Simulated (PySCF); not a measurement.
# Potential energy of LiTe along the bond

Set-up: Li def2-SVPD, Te def2-SVPD with ECP28; scalar-relativistic core potentials (PySCF 2.14). Energies in eV from Li + Te in their ground configurations at the same level. State: ²Π (doublet), unpaired electrons π ↑.

All columns are MN15. A positive dipole means Li(−)Te(+).

| R (Å) | E (eV) | μ (D) | Mulliken charge on Li (basis-dependent) | HOMO (eV) | LUMO (eV) | Mayer bond order | ⟨S²⟩ |
| --- | --- | --- | --- | --- | --- | --- | --- |
| 2.141 | -2.465 | -6.10 | 0.64 | -5.82 | -2.76 | 0.69 | 0.75 |
| 2.241 | -2.727 | -6.38 | 0.65 | -5.71 | -2.65 | 0.66 | 0.75 |
| 2.341 | -2.878 | -6.69 | 0.64 | -5.60 | -2.56 | 0.65 | 0.75 |
| 2.415 | -2.936 | -6.92 | 0.63 | -5.53 | -2.50 | 0.65 | 0.75 |
| 2.490 | -2.957 | -7.16 | 0.63 | -5.47 | -2.43 | 0.65 | 0.75 |
| 2.565 | -2.951 | -7.41 | 0.62 | -5.41 | -2.37 | 0.65 | 0.75 |
| 2.664 | -2.909 | -7.74 | 0.61 | -5.33 | -2.30 | 0.65 | 0.75 |
| 2.789 | -2.818 | -8.17 | 0.60 | -5.24 | -2.21 | 0.65 | 0.75 |
| 2.938 | -2.673 | -8.70 | 0.60 | -5.14 | -2.11 | 0.64 | 0.75 |
| 3.137 | -2.446 | -9.40 | 0.61 | -5.02 | -1.99 | 0.62 | 0.76 |

A fit through these points gives, at Re = 2.508 Å, μ = -7.22 D and dμ/dR = -3.28 D/Å; the reduced mass is 6.656 u.

Task: How strong is the fundamental in the double-harmonic approximation, I = 42.26·(dμ/dR)²/μred km/mol?

Result: I = 42.26·(-3.28)²/6.656 = 68.3 km/mol at MN15.

These are scalar-relativistic numbers at best; spin–orbit coupling would shift them, the dissociation energy most. The state is the lowest determinant that a PBE0 search found; another state may lie lower at other levels.
